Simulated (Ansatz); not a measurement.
`C#[C][Al]([Cl])[Cl]` + `SS` → `C#CSS` + `[Cl][AlH][Cl]`  (substitution at a C–Al bond)

Calculated with Ansatz (gas phase, PBE0-D4/def2-TZVP geometries, no zero-point term in ΔE). CCSD(T)/CBS is the MP2 limit (def2-TZVPP, def2-QZVPP) plus CCSD(T) − MP2 in def2-TZVPP, frozen cores. This one scheme is used for every species. DFT in def2-TZVPP. HSE06 is defined as in plane-wave codes. Each species was taken in one conformer, which may not be the lowest.

```csv
level,ΔE (kcal/mol),difference from CCSD(T)/CBS
HSE06-D4,19.3,-3.4
BHLYP-D4,22.1,-0.6
ωB97M-V,21.7,-1.0
PBE0,19.4,-3.3
LC-ωPBE,20.9,-1.8
RPA@PBE/def2-TZVPP,23.0,0.3
HF/def2-SVP,25.9,3.2
CCSD/def2-SVP,22.6,-0.1
SCS-MP2/def2-TZVPP,22.3,-0.4
CCSD(T)/def2-TZVPP,22.8,0.1
CCSD(T)/CBS,22.7,0
```

Largest T1 diagnostic among the species: 0.014.

At CCSD(T), def2-SVP lies −0.9 kcal/mol from the extrapolated value and def2-TZVPP +0.1 kcal/mol. In def2-TZVPP, CCSD(T) changes the Hartree–Fock value by −2.2 kcal/mol (the triples alone add −0.8 kcal/mol) and MP2 by −3.3 kcal/mol.
